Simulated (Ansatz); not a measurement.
**Energy profile**

The step: SiH₂Cl₂O ([OH][SiH]([Cl])[Cl]) + HF → SiHCl₂F ([F][SiH]([Cl])[Cl]) + H₂O; bonds formed: Si1–F7, O2–H6; bonds broken: Si1–O2, H6–F7 (atoms numbered as in the saddle structure below).

```xyz
8
angstrom
Si -0.3704 -0.3488 -0.3068
O 0.8517 0.3979 0.7378
Cl 0.4222 -1.1065 -2.0143
Cl -0.5096 -2.0583 0.9156
H -1.7837 0.0374 -0.2784
H 0.6264 1.3321 0.1382
F -0.0407 1.4589 -0.8842
H 0.8041 0.2875 1.6922
```

Electronic energies by CCSD(T) at an estimated basis limit (MP2 extrapolated from triple and quadruple zeta, plus CCSD(T) − MP2 in triple zeta), on PBE0-D4/def2-TZVP structures; SiH3Cl2OF, closed shell; no counterpoise correction. Ansatz 0.2.0; basis: def2-TZVPP and def2-QZVPP; cores frozen in the correlated methods. Extrapolation: Hartree–Fock as exp(−7.88 √X), correlation as X^−2.97.

Question: Give the profile in eV, counted from the separated reactants. (An estimate is asked for; the value comes from the calculation.)

Answer: By the calculation:
```
                                                                                                         point      eV
separated: SiH2Cl2O (linked as [OH][SiH]([Cl])[Cl]; Si1, O2, Cl3, Cl4, H5, H8; singlet) + HF (H6, F7; singlet)   0.000
                                                                                               start structure  -0.264
                                                                                                        saddle   0.836
                                                                                                 end structure  -0.435
 separated: SiHCl2F (linked as [F][SiH]([Cl])[Cl]; Si1, Cl3, Cl4, H5, F7; singlet) + H2O (O2, H6, H8; singlet)  -0.344
```

T1 diagnostic: at most 0.011.

Steps of this kind, hydrogen fluoride cutting a network bond, underlie vapour etching and the fluorination step of atomic layer etching.

For scale, one of the runs: CCSD(T)/def2-TZVPP, 230 basis functions, launched by `ansatz run in.yaml --threads 4 --pin off --events-out ev --progress --plain --max-ram 9574MiB`. Time: 100 s of wall clock on 4 CPU threads of an Intel Xeon; the host was shared. Peak host memory: 3.8 GiB.
